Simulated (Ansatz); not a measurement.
Sr3S4⁻. The state is a doublet with charge -1. Geometry PBE-D4/def2-SVPD.

Cartesian coordinates in Å:
```
Sr 0.620 -1.299 0.480
Sr 1.350 1.723 -0.997
Sr -2.362 0.400 0.213
S 3.172 -0.292 -0.396
S -2.012 -2.140 1.294
S -0.104 1.559 1.386
S -0.663 0.049 -1.980
```

In the def2 sets Sr takes a core potential; there is no spin–orbit coupling. Another isomer (doublet) lies 0.02 eV lower at PBE0-D4/def2-TZVPD; other spin states weren't run for this one.

(1) Estimate the α-spin orbital energies around the gap (eV) in Ansatz with PBE-D4/def2-TZVPD, r2SCAN-D4/def2-TZVPD, PBE0-D4/def2-TZVPD.

## Answers

(1) 
```
orbital  PBE-D4/def2-TZVPD  r2SCAN-D4/def2-TZVPD  PBE0-D4/def2-TZVPD
 HOMO−9              -2.07                 -2.17               -3.07
 HOMO−8              -1.88                 -2.09               -3.03
 HOMO−7              -1.87                 -2.08               -2.98
 HOMO−6              -1.61                 -1.77               -2.66
 HOMO−5              -1.53                 -1.72               -2.59
 HOMO−4              -1.48                 -1.65               -2.54
 HOMO−3              -1.42                 -1.61               -2.44
 HOMO−2              -1.33                 -1.53               -2.33
 HOMO−1              -1.20                 -1.38               -2.29
   HOMO              -1.18                 -1.28               -2.00
   LUMO               0.93                  1.35                1.41
 LUMO+1               1.22                  1.63                1.67
 LUMO+2               1.92                  2.36                2.40
 LUMO+3               2.18                  2.54                2.65
 LUMO+4               2.29                  2.66                2.74
 LUMO+5               2.43                  2.84                2.89
 β HOMO              -0.98                 -0.99               -1.34
 β LUMO              -0.77                 -0.78               -0.42
```
